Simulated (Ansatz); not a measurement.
A calculation with Ansatz (development build ahead of 0.2.0).

```yaml
crystal:
  periodic: [false, false, false]
  atoms:
    - { symbol: H, position_ang: [1.44, 0.0, 0.0] }
    - { symbol: H, position_ang: [1.16498, 0.84641, 0.0] }
    - { symbol: H, position_ang: [0.44498, 1.36952, 0.0] }
    - { symbol: H, position_ang: [-0.44498, 1.36952, 0.0] }
    - { symbol: H, position_ang: [-1.16498, 0.84641, 0.0] }
    - { symbol: H, position_ang: [-1.44, 0.0, 0.0] }
    - { symbol: H, position_ang: [-1.16498, -0.84641, 0.0] }
    - { symbol: H, position_ang: [-0.44498, -1.36952, 0.0] }
    - { symbol: H, position_ang: [0.44498, -1.36952, 0.0] }
    - { symbol: H, position_ang: [1.16498, -0.84641, 0.0] }
basis:
  gaussian: { orbitals: cc-pVDZ }
total_charge: 1
magnetization:
  spin_polarized: true
  initial_magnetization: 1
hamiltonian:
  xc: hf
correlation:
  method: mp2
  frozen_orbitals: { H: 0 }
output:
  forces: true
```

The input is written out in the form of the current development build from the run's settings.

Results

```json
{
 "Converged": "yes",
 "Reference energy": "-5.01081 hartree",
 "Correlation energy": "-0.16479 hartree",
 "Total energy": "-5.17561 hartree",
 "Spin squared of the determinant": "0.796",
 "Stability test": "minimum"
}
```

Forces (eV/Å):
```
atom      Fx      Fy     Fz
  H1   0.864   3.442  0.000
  H2   2.351  -0.922  0.000
  H3   0.172   0.531  0.000
  H4  -2.443   0.636  0.000
  H5   1.324   3.292  0.000
  H6  -0.864  -3.442  0.000
  H7  -2.351   0.922  0.000
  H8  -0.172  -0.531  0.000
  H9   2.443  -0.636  0.000
 H10  -1.324  -3.292  0.000
```

Caution: bonds are stretched, where a single reference can fail; the charge can sit on one fragment and break the point group; the determinant breaks the point group.
